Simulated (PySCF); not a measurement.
Potential energy of ZnO along the bond

Set-up: PySCF, spin-free X2C with a Gaussian nucleus, basis sets Zn jorge-DZP-DKH, O jorge-DZP-DKH. Energies in eV from Zn + O in their ground configurations at the same level. State: ³Π (triplet), unpaired electrons σ ↑, π ↑.

| R (Å) | TPSS |
| --- | --- |
| 1.598 | -0.992 |
| 1.672 | -1.404 |
| 1.746 | -1.623 |
| 1.802 | -1.697 |
| 1.858 | -1.717 |
| 1.914 | -1.697 |
| 1.988 | -1.626 |
| 2.081 | -1.497 |
| 2.192 | -1.315 |
| 2.341 | -1.069 |

Q: Put a parabola through the three lowest points of the TPSS curve and estimate Re, k and ωe (reduced mass 12.79 u; 1 eV/Å² = 0.16022 mdyn/Å; ωe = 1302.8·√(k/μ) cm⁻¹).

A: Through R = 1.802, 1.858, 1.914 Å the second-order coefficient is 6.38 eV/Å², so Re ≈ 1.858 Å, k ≈ 2.04 mdyn/Å and ωe ≈ 521 cm⁻¹. A polynomial fit of higher order to the unrounded TPSS energies gives Re = 1.854 Å, k = 2.10 mdyn/Å, ωe = 527 cm⁻¹; anharmonicity and rounding make the difference.

The higher-order fit for each curve: TPSS: Re = 1.854 Å, ωe = 527 cm⁻¹, De = 1.72 eV.

The state was picked by a PBE0 search and need not be the measured ground state.
